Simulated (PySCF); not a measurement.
C3H6FNSi. Atoms are numbered in the order given.

```xyz
12

F      1.7433     0.0747    -1.2511
Si     0.9041     0.1503     0.1480
C     -0.5194     1.3326     0.0771
C     -1.6519     0.6161     0.1775
C     -1.5323    -0.8680     0.3599
N     -0.1290    -1.1952     0.4143
H      1.9778     0.3399     1.1585
H     -0.5326     2.4158    -0.0624
H     -2.6565     1.0524     0.1289
H     -2.0653    -1.3776    -0.4691
H     -2.0650    -1.1617     1.2866
H      0.1183    -2.1636     0.5583
```

The structure is a stationary point at PBE0-D3(BJ)/def2-SVP. The structure was generated by enumeration; whether it is a known compound was not checked. One conformer was computed; it need not be the lowest.

Vertical ionisation energy (IE) and electron affinity (EA) in eV. Rows of orbital energies are one-electron estimates. Where ΔSCF, EOM or ADC give a negative EA the extra electron is unbound and the value depends on the basis.

```tsv
level	IE	EA
−ε(HOMO), −ε(LUMO), PBE0/def2-TZVP (PySCF)	7.20	0.41
−ε(HOMO), −ε(LUMO), PBE/def2-TZVP (PySCF)	?	?
```

Task: Some entries are withheld; supply them. (An estimate is asked for; the answer gives what the named calculation found.)

Result: 
- −ε(HOMO), −ε(LUMO), PBE/def2-TZVP (PySCF), IE: 5.84
- −ε(HOMO), −ε(LUMO), PBE/def2-TZVP (PySCF), EA: 1.38
